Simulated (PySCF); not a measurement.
H3Cl3GeSi (SMILES [SiH3][Ge]([Cl])([Cl])[Cl]), singlet, at a GFN2-xTB geometry, atoms displaced at random by about 0.08 Å a coordinate.

The PySCF input:
```python
from pyscf import gto, scf, dft

mol = gto.Mole()
mol.atom = '''
    Si    2.387702   -0.397030    0.025512
    Ge   -0.072407    0.048626    0.038183
    Cl   -1.031554   -1.128925   -1.547989
    Cl   -0.434112    2.136022   -0.522684
    Cl   -1.170920   -0.376534    1.584419
    H     2.642938   -1.791400    0.445713
    H     3.005066    0.532666    0.958704
    H     2.879426   -0.284867   -1.282706
'''
mol.basis = 'sto-3g'
mol.charge = 0
mol.spin = 0
mol.verbose = 4
mol.build()

mf = dft.RKS(mol)
mf.xc = 'pbe0'
mf.kernel()
g = mf.nuc_grad_method()
grad = g.kernel()
```

Predict the number of basis functions from PBE0/STO-3G, gradient (PySCF).

57

What Mulliken (on the basis functions themselves) charges in atom order does PBE0/STO-3G, gradient give?

Si1 0.45, Ge2 0.66, Cl3 -0.30, Cl4 -0.29, Cl5 -0.26, H6 -0.08, H7 -0.08, H8 -0.08

What is the computed HOMO energy (PBE0/STO-3G, gradient)?

-6.59 eV

What is the computed nuclear repulsion energy (PBE0/STO-3G, gradient)?

790.3731 Eh
